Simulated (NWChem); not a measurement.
System meant: CH₃ClGeO₂; SMILES [Ge@H]([Cl])([CH]=O)[OH]

The following NWChem deck was run.

```
start job
memory heap 200 mb stack 900 mb global 1100 mb
geometry units angstroms noautosym nocenter noautoz
  O      0.501575    -2.276215     0.600627
  C      0.747075    -1.518366    -0.300932
  Ge    -0.394149     0.124139    -0.403634
  O     -1.571034    -0.173782     0.870609
  Cl     0.919352     1.769080     0.102110
  H      1.596703    -1.709135    -1.006269
  H     -1.121883     0.487956    -1.699203
  H     -1.243316    -0.898606     1.424663
end
basis spherical
  * library def2-svp
end
dft
  xc m06-2x
  iterations 150
end
property
  shielding
end
task dft property
```

End of the output:

```
 Vector   40  Occ=0.000000D+00  E= 5.928192D-02
              MO Center= -3.2D-01,  3.5D-01, -3.2D-01, r^2= 4.6D+00
   Bfn.  Coefficient  Atom+Function         Bfn.  Coefficient  Atom+Function
  ----- ------------  ---------------      ----- ------------  ---------------
    99      0.852230  7 H  s                 33     -0.781548  3 Ge s
    32     -0.739750  3 Ge s                 44     -0.508375  3 Ge py
   104     -0.441000  8 H  s                 63      0.416629  4 O  s
    31      0.368068  3 Ge s                 94     -0.367553  6 H  s
    78      0.364750  5 Cl s                 85     -0.352228  5 Cl px

 center of mass
 --------------
 x =  -0.07155161 y =   0.13933232 z =  -0.09256206

 moments of inertia (a.u.)
 ------------------
         934.690857428477         -85.739306405042          23.160627178748
         -85.739306405042         476.386386457452          57.212352048800
          23.160627178748          57.212352048800        1146.887738256946

     Multipole analysis of the density
     ---------------------------------

     L   x y z        total         alpha         beta         nuclear
     -   - - -        -----         -----         ----         -------
     0   0 0 0     -0.000000    -37.000000    -37.000000     74.000000

     1   1 0 0      0.238512      1.844105      1.844105     -3.449699
     1   0 1 0     -0.422147     -3.250557     -3.250557      6.078967
     1   0 0 1     -0.832832      1.942842      1.942842     -4.718515

     2   2 0 0    -36.779490   -107.309769   -107.309769    177.840049
     2   1 1 0     -0.314159    -18.313489    -18.313489     36.312820
     2   1 0 1      0.014350      8.338079      8.338079    -16.661808
     2   0 2 0    -38.725826   -221.462427   -221.462427    404.199027
     2   0 1 1      1.104939     15.422540     15.422540    -29.740141
     2   0 0 2    -33.355838    -53.840733    -53.840733     74.325627

          -----------------------------------------
          Chemical Shielding Tensors (GIAO, in ppm)
          -----------------------------------------

 ------------------------------------------------------------------------
  xm06: d2 not coded                    0
 ------------------------------------------------------------------------
 ------------------------------------------------------------------------
  current input line :
    23: task dft property
 ------------------------------------------------------------------------
 ------------------------------------------------------------------------
 This error has not yet been assigned to a category
 ------------------------------------------------------------------------
 For more information see the NWChem manual at https://nwchemgit.github.io

0: xm06: d2 not coded:Received an Error in Communication
```

Question: Find the fault in this run and fix the input.

Answer: The program stopped with an error. Cause: this functional's second derivatives, which shieldings need, aren't coded here; the fix takes a hybrid GGA instead. This input runs:
```
start job
memory heap 200 mb stack 900 mb global 1100 mb
geometry units angstroms noautosym nocenter noautoz
  O      0.501575    -2.276215     0.600627
  C      0.747075    -1.518366    -0.300932
  Ge    -0.394149     0.124139    -0.403634
  O     -1.571034    -0.173782     0.870609
  Cl     0.919352     1.769080     0.102110
  H      1.596703    -1.709135    -1.006269
  H     -1.121883     0.487956    -1.699203
  H     -1.243316    -0.898606     1.424663
end
basis spherical
  * library def2-svp
end
dft
  xc pbe0
  iterations 150
end
property
  shielding
end
task dft property
```
It converges to -2726.43178 Ha (PBE0/def2-SVP, GIAO).
